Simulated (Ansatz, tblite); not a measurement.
Cost and result up the ladder for `c1sc(-c2sc(-c3scc4c3OCCO4)c3c2OCCO3)c2c1OCCO2` (41 atoms). Total charge 0; singlet. Geometry: r2SCAN-D4/def2-SVP.

Ansatz on 2 threads of AMD EPYC 7R13 on a shared host and a share (18 GiB) of an NVIDIA H100 80GB HBM3; xTB runs through tblite on one thread. Times are rough, summed over both states, and most runs start from the orbitals of an earlier one. PBE0-D4/def2-TZVP serves as the yardstick here, not as an exact answer. The other state is a triplet.

The xTB rows come from tblite. Single mean-field runs in def2-TZVP are fitted with def2-universal-jkfit.

xTB has no spin-polarisation term.

```tsv
level	functions	vertical triplet (eV)	difference from PBE0-D4/def2-TZVP (eV)
GFN1-xTB	151	2.15	-0.01
PBE0-D4/def2-TZVP (with forces)	939	2.16	0.00
PBE-D4/def2-TZVP	939	2.02	-0.14
GFN2-xTB	137	2.06	-0.10
```

Question: Estimate how long each takes.

Answer: GFN2-xTB 0.22 s; GFN1-xTB 0.25 s; PBE-D4/def2-TZVP 19 s; PBE0-D4/def2-TZVP (with forces) 23 s. On shared hardware such times vary by a factor of up to 3.
